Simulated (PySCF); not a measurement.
# Polarisability and C₆ of Nb⁺ (niobium, charge +1)

[Kr] 4d3 5s1, high-spin 5F determinant (an excited configuration). Calculation: PySCF 2.14, in aug-cc-pVTZ-PP with one added diffuse shell each of s, p, d, f, g type with ECP28MDF (7s7p6d4f3g, 113 functions); a scalar-relativistic core potential. Coupled (time-dependent) response in atomic units; α is the mean over directions.

```tsv
method	mean α (bohr³)	C₆ (like pair)	S(−4)
MN15	51.93	438.3	1583
r2SCANh	48.87	413.4	1330
```

S(−4) is the Cauchy moment in α(ω) = α(0) + S(−4) ω² + …

Spin-orbit coupling is absent.

α(iu) at r2SCANh:

```csv
u (hartree),α(iu) (bohr³)
0,48.87
0.0500,45.80
0.100,38.89
0.200,25.73
0.300,17.87
0.500,10.59
0.750,6.822
1.00,4.911
1.50,2.959
2.00,1.978
3.00,1.046
5.00,0.4262
```

A single London oscillator, α(iu) = α/(1 + u²/ω²), gives C₆ = (3/4) ω α². Matching the computed C₆ needs ω = 4 × 413.4 / (3 × 48.87²) = 0.231 hartree.

For an ion, C₆ is the dispersion term alone; charge-induced terms of lower order in 1/R come first.

Energies and moments cover only the electrons outside the core potential.
